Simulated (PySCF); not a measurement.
# From computed data to an observable: chemical shift, span and skew from a shielding tensor

Si(F)(Cl)(Et)(OH) (C2H6ClFOSi), SMILES C(C)[Si](F)(Cl)O. Atoms are numbered in the order given.

```xyz
12

C      2.2396    -1.1028    -0.2578
C      1.6608     0.3014    -0.0344
Si    -0.1568     0.3169     0.3127
O     -0.4594    -0.5002     1.7093
F     -0.6991     1.8411     0.4443
Cl    -1.2363    -0.5212    -1.2472
H      2.0931    -1.7376     0.6298
H      1.7492    -1.6022    -1.1079
H      3.3193    -1.0610    -0.4687
H      2.1566     0.8020     0.8162
H      1.8350     0.9452    -0.9136
H     -1.3760    -0.6822     1.9492
```

Geometry: B3LYP-D3(BJ)/def2-SVP. The values are those of a single conformer.

GIAO shieldings from PBE0/pcSseg-1 run with PySCF, non-relativistic, no solvent. The symmetric part of the tensor of C2 has the principal values 169.7, 174.9, 181.2 ppm. The same nucleus in TMS has σ = 186.3 ppm at this level (PySCF, at its B3LYP-D3(BJ)/def2-TZVP geometry). Without spin–orbit terms, shifts of atoms bonded to Cl or Br come out too high.

Q: Work out the isotropic shielding, the ¹³C shift against TMS, the span and the skew.

A: 
σ(iso) = (σ11 + σ22 + σ33)/3 = 175.3 ppm. δ = σ(ref) − σ(iso) = 186.3 − (175.3) = 11.0 ppm.
Span Ω = σ33 − σ11 = 11.5 ppm. Skew κ = 3(σ(iso) − σ22)/Ω = 0.10. Tumbling in solution averages the tensor to δ; in a static solid the shielding alone would spread this spin-1/2 line over Ω.
